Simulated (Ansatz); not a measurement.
A made-up structure of GeH3S2 (charge +1), closed shell:

```tsv
atom	x (Å)	y (Å)	z (Å)
S1	0.0512	-0.6865	0.4130
Ge2	0.7481	1.0707	1.3841
S3	-0.7679	-0.8043	-1.5444
H4	0.4337	1.9907	0.2287
H5	0.1378	-1.8494	1.1128
H6	-0.6467	0.5143	-1.8003
```

It is relaxed with PBE-D4/def2-SVP and then PBE0-D4/def2-TZVP (Ansatz 0.2.0). Atoms count as bonded within 1.22 times the sum of their covalent radii (H–H: 0.88 Å). The end point is not checked to be a true minimum.

(1) Does its bonding change? (Judge from chemistry; the calculation decides.)

Results:

(1) Computed: No: no bond forms or breaks.

Where it ends: The first stage lowers the energy by 0.86 eV in 24 steps. It ends as GeH₃S₂ ([SH][SH][GeH]), total charge +1:
```json
{"atom": "S1", "x (Å)": "0.4870", "y (Å)": "-0.5445", "z (Å)": "0.0351"}
{"atom": "Ge2", "x (Å)": "0.6993", "y (Å)": "1.0959", "z (Å)": "1.7998"}
{"atom": "S3", "x (Å)": "-1.1523", "y (Å)": "-0.2125", "z (Å)": "-1.1488"}
{"atom": "H4", "x (Å)": "0.3129", "y (Å)": "2.1383", "z (Å)": "0.6702"}
{"atom": "H5", "x (Å)": "0.1309", "y (Å)": "-1.6551", "z (Å)": "0.7179"}
{"atom": "H6", "x (Å)": "-0.5217", "y (Å)": "-0.5866", "z (Å)": "-2.2803"}
```

Labels in which every atom is bracketed show which atoms are joined, not bond orders.

For scale, one of the runs: PBE0-D4/def2-TZVP relaxation, 140 basis functions, launched by `ansatz run in.yaml --threads 2 --pin off --events-out ev --progress --plain --max-ram 4352MiB`. The run took about 52 s on 2 CPU threads of an Arm Neoverse V1 (shared host).
